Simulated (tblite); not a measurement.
C₅H₃O₂ (charge -1).
SMILES with atom numbers: `[CH:1]#[C:2][C:3](=[O:4])/[CH:5]=[CH:6]\[O-:7]` (hydrogens: H8 on C1; H9 on C5; H10 on C6)

A start from a force field or distance geometry was refined with GFN2-xTB geometry optimisation, gas phase (tblite). Values at the start:

```csv
coordinate,start
C1≡C2,1.191 Å
C1–H8,1.060 Å
C2–C3,1.461 Å
C3=O4,1.241 Å
C3–C5,1.479 Å
C5=C6,1.347 Å
C5–H9,1.086 Å
C6–O7,1.250 Å
C6–H10,1.095 Å
C1–C2–C3,178.8°
C2–C3–O4,116.5°
C2–C3–C5,124.5°
C3–C5–C6,128.1°
O4–C3–C5,119.1°
C5–C6–O7,134.1°
```

Question: How do these coordinates change at the GFN2-xTB level?

Answer: 
```json
{"coordinate": "C3–C5", "GFN2-xTB (Å or °)": "1.406", "change": "-0.073"}
{"coordinate": "C5=C6", "GFN2-xTB (Å or °)": "1.395", "change": "+0.048"}
{"coordinate": "C6–H10", "GFN2-xTB (Å or °)": "1.128", "change": "+0.033"}
{"coordinate": "C6–O7", "GFN2-xTB (Å or °)": "1.236", "change": "-0.014"}
{"coordinate": "C1≡C2", "GFN2-xTB (Å or °)": "1.201", "change": "+0.010"}
{"coordinate": "C2–C3", "GFN2-xTB (Å or °)": "1.452", "change": "-0.009"}
{"coordinate": "C3=O4", "GFN2-xTB (Å or °)": "1.249", "change": "+0.008"}
{"coordinate": "C1–H8", "GFN2-xTB (Å or °)": "1.052", "change": "-0.008"}
{"coordinate": "C5–H9", "GFN2-xTB (Å or °)": "1.085", "change": "-0.001"}
{"coordinate": "C1–C2–C3", "GFN2-xTB (Å or °)": "169.9", "change": "-8.9"}
{"coordinate": "C2–C3–C5", "GFN2-xTB (Å or °)": "116.4", "change": "-8.1"}
{"coordinate": "O4–C3–C5", "GFN2-xTB (Å or °)": "125.4", "change": "+6.3"}
{"coordinate": "C5–C6–O7", "GFN2-xTB (Å or °)": "130.3", "change": "-3.8"}
{"coordinate": "C3–C5–C6", "GFN2-xTB (Å or °)": "126.3", "change": "-1.8"}
{"coordinate": "C2–C3–O4", "GFN2-xTB (Å or °)": "118.2", "change": "+1.7"}
```

The energy falls by 0.292 eV over 32 L-BFGS steps, the largest force on an atom goes from 3.63 to 0.006 eV/Å, and the atoms move by 0.121 Å rms after alignment. The bond that changes most is C3–C5 (ends: ketone carbonyl carbon; carbon bonded to 2 C and H), which shortens by 0.073 Å. Bonds longer at the end by more than 0.005 Å: 4 of 9; shorter: 4. Rotational constants go from 3788, 2396, 1468 to 3886, 2617, 1564 MHz.

On one thread of an Arm Neoverse V2, on a shared host, this took 0.11 s wall.

Its GFN2-xTB frequencies are all real (lowest 93 cm⁻¹). 3 starts were optimised and ended at 0.00, 0.00 and 4.50 kcal/mol (GFN2-xTB); the lowest of these is shown.

The values belong to the conformer `[CH:1]#[C:2][C:3](=[O:4])/[CH:5]=[CH:6]\[O-:7]`: C2–C3–C5–C6 0°.

All values are computed, not measured.
